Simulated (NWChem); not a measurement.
System: BeH2S; SMILES [BeH][SH]

```xyz
4

Be     0.0287    -1.4231     0.0000
H      0.0040    -2.7563     0.0000
S      0.0725     0.4922     0.0000
H     -1.2794     0.5739     0.0000
```
Atoms are numbered in this order, from 1.

All runs use the structure optimised with PBE0/def2-SVP.

Symmetry labels are those of Cs in the frame above (b1 and b2, or b-type labels, depend on it).

Problem. List the 4 lowest vertical singlet excitations from PBE/def2-SVPD, TDA (NWChem).

Solution. 
```
state  energy (eV)  oscillator strength  symmetry  leading excitation (squared amplitude)
-----  -----------  -------------------  --------  --------------------------------------
S1            4.89                0.000        a"                      HOMO → LUMO (1.00)
S2            5.95                0.054        a'                    HOMO → LUMO+1 (0.58)
S3            6.06                0.060        a"                    HOMO → LUMO+2 (0.98)
S4            6.23                0.075        a'                    HOMO−1 → LUMO (0.63)
```
